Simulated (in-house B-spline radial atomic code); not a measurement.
A run on the calcium ion Ca³⁺ (an excited or competing configuration) that did not converge. Method: scalar-relativistic (X2C) wB97X, spin-polarised, spherical fractional occupations, exact exchange averaged over the configuration, Fermi nucleus of rms radius 3.4776 fm; computed with a B-spline radial code for spherical atoms.

Command:
```bash
python run_scf.py task.json out
```
Settings (nuclear radius in fm, mass in u):
```
Z                20
configuration    [Ne] 3s2 3p4 4f1
hamiltonian      x2c
method           wb97x
spin_polarised   True
nucleus          fermi
rms_radius       3.4776
atomic_mass      39.96259
speed_of_light   137.035999084
exact_exchange   averaged over the configuration
```

First and last ten iterations of the last attempt (damped for 15 steps, keeping 80 % of the old Fock matrix, then DIIS):
```
 iter        energy (Eh)    residual
    1        -672.065188    3.78e-01
    2        -675.636657    1.34e-01
    3        -675.799584    9.72e-02
    4        -675.886356    7.02e-02
    5        -675.933201    5.06e-02
    6        -675.958804    3.65e-02
    7        -675.972963    2.75e-02
    8        -675.980893    2.10e-02
    9        -675.985406    1.61e-02
   10        -675.988027    1.24e-02
  111        -675.992193    5.45e-05
  112        -675.992193    4.46e-06
  113        -675.992193    4.39e-06
  114        -675.992193    4.34e-06
  115        -675.992193    4.34e-06
  116        -675.992193    4.61e-06
  117        -675.992193    4.51e-06
  118        -675.992193    4.36e-06
  119        -675.992193    4.18e-06
  120        -675.992193    1.15e-05
 not converged after 120 iterations
```

The smallest residual met was 4.0e-06; the threshold is about 2e-07. Over the last five steps the energy moves by less than 1e-08 hartree, but the orbitals didn't meet the threshold. Cost of the run: 18 s on 1 thread of Arm Neoverse N1, with other jobs on the host.
